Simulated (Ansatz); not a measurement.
Reactions of CH$_{4}$F$_{2}$GeO, SMILES `C[O][GeH]([F])[F]`.

Program: Ansatz. Geometries: PBE0-D4/def2-TZVP. ΔE: electronic, gas phase. CBS: MP2 limit from def2 TZ/QZ plus the TZ coupled-cluster correction, frozen cores. This one scheme is used for every species. DFT in def2-TZVPP. For Br, Ge, Mg, Se outer-core shells are correlated without core-valence functions, which leaves a few kJ/mol of doubt a bond. Scalar relativity is left out up to krypton. Each species was taken in one conformer, which may not be the lowest.

| reaction | CCSD(T)/CBS(def2) (kJ/mol) |
| --- | --- |
| `C[O][GeH]([F])[F]` + H₂O → `[OH][GeH]([F])[F]` + CH₃OH | ? |
| `C[O][GeH]([F])[F]` + CH₃NH₂ → `C[NH][GeH]([F])[O]C` + H–F | 44 |
| `C[O][GeH]([F])[F]` + `O[SiH2]CS` → `CO[SiH2]CS` + `[OH][GeH]([F])[F]` | 2 |
| `C[O][GeH]([F])[F]` + `[OH][Mg][Br]` → `C[O][Mg][Br]` + `[OH][GeH]([F])[F]` | 3 |
| `C[O][GeH]([F])[F]` + H₂Se → `[F][GeH]([F])[SeH]` + CH₃OH | -7 |

(1) Fill in the missing values. (An estimate is asked.)

Largest T1 diagnostic: 0.012, for `[OH][GeH]([F])[F]`.

## Answers

(1) Ansatz gave: `C[O][GeH]([F])[F]` + H₂O → `[OH][GeH]([F])[F]` + CH₃OH: +4.4 kJ/mol.
